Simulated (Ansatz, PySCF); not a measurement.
Energy difference 2 R1 → P1, each structure at its B3LYP-D3(BJ)/def2-TZVP stationary point, reached from a drawn start (curvature not checked).
R1: OH (SMILES [OH]), charge 0, multiplicity 2.
P1: H2O2 (SMILES OO), charge 0, multiplicity 1.

P less R. No zero-point or thermal terms; singlets are restricted closed shells; open shells are unrestricted; no spin–orbit coupling.

Run with Ansatz (Gaussian basis) for Hartree–Fock, density functionals and correlated methods; PySCF for the D3/D4 terms. No computed number here is a measurement.

Task: One of these levels gives -2.434 eV for the reaction energy. Name it.
A. BLYP/def2-TZVPPD
B. PBE/def2-TZVPPD
C. r2SCAN-D4/def2-TZVPPD
D. BHLYP-D3(BJ)/def2-TZVPPD

Result: A, BLYP/def2-TZVPPD. The others give -2.697 (PBE/def2-TZVPPD), -2.215 (r2SCAN-D4/def2-TZVPPD), -1.636 (BHLYP-D3(BJ)/def2-TZVPPD)

Ansatz is a quantum-chemistry and plane-wave program.
